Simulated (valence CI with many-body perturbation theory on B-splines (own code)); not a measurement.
# Which ion has this spectrum?

A relativistic CI+MBPT calculation for an atom or ion with 7 electrons gives these levels (× 10³ cm⁻¹):

```csv
J,Parity,E,g
3/2,odd,0.00,1.37
3/2,odd,1991.8,1.44
5/2,odd,2146.2,1.18
1/2,odd,2376.1,0.64
5/2,even,3616.9,1.49
1/2,even,4127.1,2.13
3/2,even,4139.5,1.21
3/2,odd,4376.7,1.28
3/2,even,5768.0,1.54
5/2,even,6014.5,1.28
1/2,even,6281.4,1.44
3/2,even,6374.4,1.07
3/2,odd,8172.8,1.32
1/2,even,8415.7,1.72
```

The energies are calculated, and their last digits are not significant.

(1) Which is it?
A. Sn43+
B. Te45+
C. Sb44+
D. Xe47+

## Answers

(1) C. Sb44+, ground level (2s^2 2p1/2^2 2p3/2) J=3/2.
